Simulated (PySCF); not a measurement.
# Excitation energy of Tb by level of theory

Tb [Xe] 4f9 6s2 (high-spin determinant) → Tb [Xe] 4f9 6s1 6p1 (high-spin determinant), as a difference of total energies. Computed with PySCF 2.14 in ANO-RCC-VTZP (8s7p5d3f2g1h, 104 functions), with scalar relativity by spin-free X2C-1e. Correlated levels: valence: [Kr] 4d10 frozen; valence and next inner shell: [Ar] 3d10 frozen. The calculations carry no spin-orbit coupling.

| method | excitation energy (eV) |
| --- | --- |
| UHF | 1.532 |
| LDA | 2.457 |
| PBE | 2.259 |
| PBE0 | 2.139 |
| r2SCAN | 1.931 |
| MP2 (valence) | 2.363 |
| SCS-MP2 (valence) | 2.424 |
| MP2 (valence and next inner shell) | 2.374 |
| SCS-MP2 (valence and next inner shell) | 2.419 |

Q: How much does correlation contribute at MP2 (valence and next inner shell)?

A: 2.374 − (1.532) = 0.842 eV, measured against UHF.

A first-order spin-orbit estimate (lowest level to lowest level, LS coupling) adds 0.114 eV.

The basis was made for the ground configuration and has no added diffuse functions, so the excitation energy can come out too high.

The determinant of the upper state and of the lower state mixes LS terms, which raises its energy above the lowest term, most at the Hartree-Fock and MP2 levels.
